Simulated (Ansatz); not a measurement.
Geometry optimisation, RKS PBE/def2-SVP in Ansatz.

input.yaml

```yaml
crystal:
  periodic: [false, false, false]
  atoms:
    - { symbol: B, position_ang: [0.025362, -0.217283, -0.052209] }
    - { symbol: Cl, position_ang: [0.014934, -0.787606, 1.68765] }
    - { symbol: "N", position_ang: [1.246003, -0.111734, -0.71729] }
    - { symbol: H, position_ang: [2.134102, -0.29648, -0.251763] }
    - { symbol: H, position_ang: [1.317662, 0.177292, -1.692394] }
    - { symbol: Cl, position_ang: [-1.508182, 0.080037, -0.88757] }
    - { symbol: H, position_ang: [-0.196525, 2.030084, 0.75761] }
    - { symbol: H, position_ang: [-0.051657, 1.77559, 1.417266] }
basis:
  gaussian: { orbitals: def2-SVP }
hamiltonian:
  xc: pbe
relax:
  f_tol: 0.03
  max_steps: 50
```

Command:

```bash
$ ansatz run input.yaml --threads 2 --pin off --max-ram 3072MiB --backend cpu --events-out ev --progress --plain --runs-dir out
```

Q: Where does it end, and by what steps?

A: It converged. The force dipped under the threshold on the way, but the program's further checks kept it going. After 23 steps the energy has fallen by 0.236 eV; H7 moved furthest, 1.76 Å.

```json
{"step": "0", "energy less start (eV)": "0.0000", "largest force component (eV/Å)": "1.641", "accepted": "yes"}
{"step": "1", "energy less start (eV)": "-0.1457", "largest force component (eV/Å)": "0.603", "accepted": "yes"}
{"step": "2", "energy less start (eV)": "-0.1960", "largest force component (eV/Å)": "0.401", "accepted": "yes"}
{"step": "3", "energy less start (eV)": "-0.2116", "largest force component (eV/Å)": "0.248", "accepted": "yes"}
{"step": "4", "energy less start (eV)": "-0.2203", "largest force component (eV/Å)": "0.206", "accepted": "yes"}
{"step": "5", "energy less start (eV)": "-0.2219", "largest force component (eV/Å)": "0.120", "accepted": "yes"}
{"step": "6", "energy less start (eV)": "-0.2219", "largest force component (eV/Å)": "0.131", "accepted": "yes"}
{"step": "7", "energy less start (eV)": "-0.2099", "largest force component (eV/Å)": "0.878", "accepted": "no"}
{"step": "8", "energy less start (eV)": "-0.2247", "largest force component (eV/Å)": "0.041", "accepted": "yes"}
{"step": "9", "energy less start (eV)": "-0.2263", "largest force component (eV/Å)": "0.144", "accepted": "yes"}
{"step": "10", "energy less start (eV)": "-0.2278", "largest force component (eV/Å)": "0.193", "accepted": "yes"}
{"step": "11", "energy less start (eV)": "-0.2293", "largest force component (eV/Å)": "0.174", "accepted": "yes"}
{"step": "12", "energy less start (eV)": "-0.2251", "largest force component (eV/Å)": "0.447", "accepted": "no"}
{"step": "13", "energy less start (eV)": "-0.2310", "largest force component (eV/Å)": "0.177", "accepted": "yes"}
{"step": "14", "energy less start (eV)": "-0.2318", "largest force component (eV/Å)": "0.136", "accepted": "yes"}
{"step": "15", "energy less start (eV)": "-0.2330", "largest force component (eV/Å)": "0.095", "accepted": "yes"}
{"step": "16", "energy less start (eV)": "-0.2337", "largest force component (eV/Å)": "0.102", "accepted": "yes"}
{"step": "17", "energy less start (eV)": "-0.2342", "largest force component (eV/Å)": "0.098", "accepted": "yes"}
{"step": "18", "energy less start (eV)": "-0.2349", "largest force component (eV/Å)": "0.138", "accepted": "yes"}
{"step": "19", "energy less start (eV)": "-0.2353", "largest force component (eV/Å)": "0.087", "accepted": "yes"}
{"step": "20", "energy less start (eV)": "-0.2358", "largest force component (eV/Å)": "0.020", "accepted": "yes"}
{"step": "21", "energy less start (eV)": "-0.2360", "largest force component (eV/Å)": "0.027", "accepted": "yes"}
{"step": "22", "energy less start (eV)": "-0.2361", "largest force component (eV/Å)": "0.021", "accepted": "yes"}
{"step": "23", "energy less start (eV)": "-0.2362", "largest force component (eV/Å)": "0.019", "accepted": "yes"}
```

```xyz
8
Properties=species:S:1:pos:R:3
B 0.012 -0.594 -0.379
Cl -0.185 -0.501 1.388
N 1.268 -0.386 -0.955
H 2.096 -0.174 -0.398
H 1.420 -0.429 -1.962
Cl -1.396 -0.956 -1.399
H -0.093 3.225 2.041
H -0.141 2.466 1.925
```

Whether the end is a true minimum wasn't checked by a vibrational analysis.

Run time: 29 s on 2 threads of Arm Neoverse V2, with other jobs on the host, peak memory 0.12 GiB.
